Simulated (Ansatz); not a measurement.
`[SiH3]CC1=CB1`, relaxed with RKS PBE-D4/def2-SVP in the Gaussian-basis code of Ansatz from a rough embedded geometry. The force threshold is 0.03 eV/Å; the program also tests the step.

Charge 0, multiplicity 1.

Start:

```xyz
12

Si   -1.220   -1.309    0.233
C    -0.253   -0.268   -0.952
C     0.616    0.644   -0.167
C     0.714    1.953    0.490
B     1.925    0.981    0.476
H    -2.052   -2.300   -0.586
H    -2.075   -0.522    1.065
H    -0.277   -2.112    1.004
H    -1.011    0.306   -1.583
H     0.364   -0.890   -1.606
H     0.270    2.808    0.883
H     2.999    0.708    0.743
```

| step | energy (eV) | largest force (eV/Å) | largest move (Å) |
| --- | --- | --- | --- |
| 1 | -11761.8194 | 5.692 | 0.000 |
| 2 | -11762.3670 | 1.897 | 0.102 |
| 3 | -11762.4536 | 0.750 | 0.125 |
| 4 (rejected) | -11762.4520 | 0.437 | 0.067 |
| 5 | -11762.4665 | 0.091 | 0.033 |
| 6 | -11762.4686 | 0.041 | 0.056 |
| 7 | -11762.4691 | 0.024 | 0.038 |

End:

```xyz
12

Si   -1.210   -1.358    0.222
C    -0.247   -0.195   -0.954
C     0.687    0.645   -0.182
C     0.753    1.857    0.454
B     1.949    0.991    0.540
H    -2.133   -2.222   -0.594
H    -2.017   -0.538    1.189
H    -0.258   -2.234    0.986
H    -1.001    0.405   -1.509
H     0.285   -0.853   -1.673
H     0.121    2.744    0.617
H     3.071    0.758    0.905
```

Run time 9 s (4 threads of an Arm Neoverse V2 on a shared host); peak host memory 0.14 GiB.
